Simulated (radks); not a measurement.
Spherical jellium clusters: N electrons in a uniform positive sphere of charge N and radius rs N^(1/3), rs = 3.07 bohr. Calculated with a radial shooting solver with Libxc functionals: non-relativistic Kohn-Sham, exchange-only LDA, spin-polarised, spherical densities. Levels are named by radial order and angular momentum (1s, 1p, 1d, 2s, ...), and open shells are averaged over m.

N = 2, configuration 1s2. This is the lowest configuration that the search found. Occupied and some empty levels:

level,occupation,eigenvalue (eV),<r> (bohr)
1s,2,-3.1035,3.520
1p,0,-0.50313,6.301

Energy (eV): total -1.37438, kinetic 4.1972, external -30.511, Hartree 14.050, exchange-correlation -5.9951, background 16.884. Static polarisability (adiabatic kernel): 120.9 bohr^3, against R^3 = 57.87 for a classical metal sphere.
